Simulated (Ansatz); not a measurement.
## A relaxation, step by step

BNH6O2, singlet, PBE0-D4/def2-TZVP (Ansatz 0.2.0). Settings:

```yaml
hamiltonian: {xc: pbe0, dispersion: d4}
relax: {f_tol: 0.005, max_steps: 200}
```

Start, a step off a saddle point along its unstable mode:

```
10
angstrom
B 0.4264 0.1611 -0.0275
H 0.4440 0.9207 1.0622
O 0.4043 0.9329 -1.2445
O 1.2934 -0.9683 -0.0602
H -0.7645 0.1712 1.0943
N -1.0591 -0.5077 0.3538
H -0.0173 1.7687 -1.0982
H 2.1436 -0.7178 -0.4324
H -1.8445 -0.2669 -0.2327
H -1.0264 -1.4939 0.5848
```

```
               step  energy less the last (meV)  largest force component (eV/Å)
                  1                       958.1                           1.647
                  2                       608.3                           1.351
                  3                       377.8                           1.656
                  4                       179.5                           1.942
                  5                        54.0                           0.157
                  6                        51.5                           0.324
                  7                        41.8                           0.063
                  8                        32.8                           0.338
 9 (rejected trial)                       116.2                           1.818
                 10                        23.3                           0.129
                 11                        14.5                           0.141
12 (rejected trial)                        20.0                           0.529
                 13                         8.5                           0.062
                 14                         5.3                           0.126
                 15                         3.8                           0.189
                 16                         2.5                           0.135
                 17                         0.9                           0.093
                 18                         0.2                           0.013
                 19                         0.0                           0.012
                 20                         0.0                           0.007
                 21                         0.0                           0.002
```

Step 5, positions (Å) and forces (eV/Å):

```csv
atom,x,y,z,Fx,Fy,Fz
B1,0.475,0.261,0.026,0.015,0.074,0.022
H2,0.701,1.064,0.924,-0.047,0.015,0.033
O3,0.262,0.870,-1.256,-0.020,-0.079,0.076
O4,1.295,-0.914,0.000,0.025,0.022,-0.126
H5,-1.410,-0.135,1.347,0.088,0.068,-0.034
N6,-1.020,-0.452,0.466,-0.095,-0.148,-0.027
H7,0.211,1.823,-1.180,0.040,-0.067,0.010
H8,2.055,-0.790,-0.574,-0.157,0.013,0.067
H9,-1.692,-0.268,-0.275,0.067,0.036,0.000
H10,-0.876,-1.459,0.521,0.084,0.067,-0.021
```

Step 11, positions (Å) and forces (eV/Å):

| atom | x | y | z | Fx | Fy | Fz |
| --- | --- | --- | --- | --- | --- | --- |
| B1 | 0.499 | 0.276 | 0.085 | -0.071 | -0.102 | -0.125 |
| H2 | 0.690 | 0.981 | 1.054 | 0.068 | 0.133 | 0.141 |
| O3 | 0.258 | 0.955 | -1.152 | -0.009 | 0.050 | -0.001 |
| O4 | 1.361 | -0.854 | -0.040 | 0.042 | -0.026 | -0.037 |
| H5 | -1.607 | 0.090 | 1.050 | 0.051 | -0.024 | -0.045 |
| N6 | -1.001 | -0.475 | 0.464 | -0.068 | -0.053 | -0.008 |
| H7 | 0.329 | 1.904 | -1.059 | -0.005 | -0.027 | 0.014 |
| H8 | 1.751 | -0.855 | -0.916 | -0.030 | -0.005 | 0.035 |
| H9 | -1.478 | -0.666 | -0.414 | 0.046 | -0.011 | 0.036 |
| H10 | -0.801 | -1.356 | 0.928 | -0.025 | 0.063 | -0.009 |

Step 16, positions (Å) and forces (eV/Å):

```json
{"atom": "B1", "x": "0.501", "y": "0.261", "z": "0.089", "Fx": "0.104", "Fy": "0.056", "Fz": "0.037"}
{"atom": "H2", "x": "0.735", "y": "0.932", "z": "1.090", "Fx": "-0.039", "Fy": "-0.051", "Fz": "-0.044"}
{"atom": "O3", "x": "0.240", "y": "1.003", "z": "-1.109", "Fx": "-0.027", "Fy": "-0.013", "Fz": "-0.008"}
{"atom": "O4", "x": "1.361", "y": "-0.863", "z": "-0.102", "Fx": "-0.032", "Fy": "0.003", "Fz": "-0.017"}
{"atom": "H5", "x": "-1.664", "y": "0.168", "z": "0.853", "Fx": "0.092", "Fy": "-0.084", "Fz": "-0.063"}
{"atom": "N6", "x": "-0.987", "y": "-0.480", "z": "0.456", "Fx": "-0.135", "Fy": "-0.076", "Fz": "0.074"}
{"atom": "H7", "x": "0.329", "y": "1.944", "z": "-0.967", "Fx": "0.010", "Fy": "0.015", "Fz": "0.000"}
{"atom": "H8", "x": "1.681", "y": "-0.860", "z": "-1.006", "Fx": "0.000", "Fy": "0.004", "Fz": "0.014"}
{"atom": "H9", "x": "-1.366", "y": "-0.860", "z": "-0.411", "Fx": "0.056", "Fy": "0.034", "Fz": "0.111"}
{"atom": "H10", "x": "-0.830", "y": "-1.245", "z": "1.108", "Fx": "-0.029", "Fy": "0.113", "Fz": "-0.104"}
```

Last step (21):

```csv
atom,x (Å),y (Å),z (Å)
B1,0.5037,0.2575,0.0871
H2,0.7453,0.9037,1.0984
O3,0.2292,1.0229,-1.0924
O4,1.3500,-0.8702,-0.1342
H5,-1.6835,0.1834,0.7757
N6,-0.9884,-0.4834,0.4586
H7,0.3465,1.9590,-0.9399
H8,1.6715,-0.8462,-1.0371
H9,-1.3253,-0.9346,-0.3871
H10,-0.8488,-1.1921,1.1708
```

Hardware: 4 CPU threads of an Arm Neoverse V1, shared host. Wall time about 34 s.
